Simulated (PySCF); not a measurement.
Nuclear quadrupole coupling in `C[Si]([SiH3])([SiH3])OC=O`

Compound: C₂H₁₀O₂Si₃.
Structure used (GFN2-xTB), in Å, numbered top down from 1:
```xyz
17
C2H10O2Si3 angstrom
C      0.141    0.323    2.079
Si    -0.177   -0.044    0.224
Si    -1.438   -1.991    0.004
Si    -0.443    1.885   -1.064
O      1.374   -0.691   -0.205
C      2.102   -0.230   -1.164
O      1.828    0.695   -1.883
H      0.542   -0.545    2.597
H      0.845    1.140    2.220
H     -0.785    0.603    2.573
H     -0.952   -3.150    0.765
H     -1.533   -2.448   -1.388
H     -2.807   -1.746    0.467
H     -1.685    2.528   -0.583
H      0.606    2.891   -0.902
H     -0.672    1.586   -2.475
H      3.047   -0.794   -1.274
```

Field gradients from the PBE0/pcSseg-1 density (PySCF, non-relativistic), principal values in atomic units, ordered |Vxx| ≤ |Vyy| ≤ |Vzz|:

```csv
atom,Vxx,Vyy,Vzz
O5,-0.4935,-0.7827,1.2761
O7,0.6184,0.8631,-1.4815
```

Find the asymmetry η = (Vxx − Vyy)/Vzz and the couplings χ = eQV/h (234.96 MHz × Q in barn × V in au), with Q(17O) = −0.0256 b.

| atom | environment | nucleus | η | χzz (MHz) | χxx (MHz) | χyy (MHz) |
| --- | --- | --- | --- | --- | --- | --- |
| O5 | oxygen singly bound to a carbonyl carbon | 17O | 0.23 | -7.68 | 2.97 | 4.71 |
| O7 | carbonyl oxygen | 17O | 0.17 | 8.91 | -3.72 | -5.19 |

What is Vzz at O5 in SI units (1 au = 9.71736 × 10²¹ V/m²)?

1.2761 au = 12.401 × 10²¹ V/m².

What couplings would deuterons (Q(2H) = 0.00286 b) have in place of the hydrogens, at this geometry?

```tsv
atom	bonded to	bond length (Å)	Vzz (au)	η	χzz (kHz)
H8	C1	1.088	0.3204	0.02	215
H9	C1	1.088	0.3201	0.01	215
H10	C1	1.086	0.3238	0.00	218
H11	Si3	1.469	0.1609	0.00	108
H12	Si3	1.468	0.1609	0.00	108
H13	Si3	1.466	0.1624	0.00	109
H14	Si4	1.479	0.1526	0.01	103
H15	Si4	1.463	0.1661	0.03	112
H16	Si4	1.460	0.1677	0.03	113
H17	C6	1.106	0.2706	0.02	182
```

One conformer (not necessarily the lowest) at the GFN2-xTB geometry, without solvent, vibrations or thermal averaging. GFN2-xTB bond lengths can be off by several hundredths of an ångström, more for odd bonds, and the gradients follow them. The basis is small and wasn't made for field gradients, so the couplings can be 20 % off.
